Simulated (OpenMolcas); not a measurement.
A calculation on Rb.

* Program: OpenMolcas
* Method: CASSCF
* Basis: ANO-RCC-VTZP [7s6p3d1f]
* Scalar Hamiltonian: DKH2, point nucleus
* Active space: 1 electron in 9 orbitals (4d 5s 5p)
* State averaging: 2S+1 = 2 even, 1 root; 2S+1 = 2 odd, 3 roots
* Spin-orbit coupling: state interaction with AMFI integrals over the reference wave functions, term energies averaged over their components

(1) Which level of the active space comes out lowest?

(2) How high does 5p 2P* 3/2 lie?

(3) How high does 5p 2P* 1/2 lie?

Measured values: NIST Handbook of Basic Atomic Spectroscopic Data.

Results:

(1) 5s 2S 1/2, with 100 % of that term; it is also the measured ground level.

(2) 10874 cm-1 above the lowest level; measured 12817 cm-1 above the ground level, so the calculation is off by -15 %.

(3) 10737 cm-1 above the lowest level; measured 12579 cm-1 above the ground level, so the calculation is off by -15 %.

ANO sets are built for ground and valence states and can reach diffuse excited orbitals poorly. With one active electron the reference holds no correlation, so core polarisation is missing. No level of 4d was computed, though it lies in the active space. Measured partners are found by configuration, term and J. A level has none where our copy of the source lacks it or the pairing is in doubt (some pairs that miss far off the trend of their configuration count as doubtful), and it then counts in no deviation. Only configurations of the active space appear.

* marks odd parity.
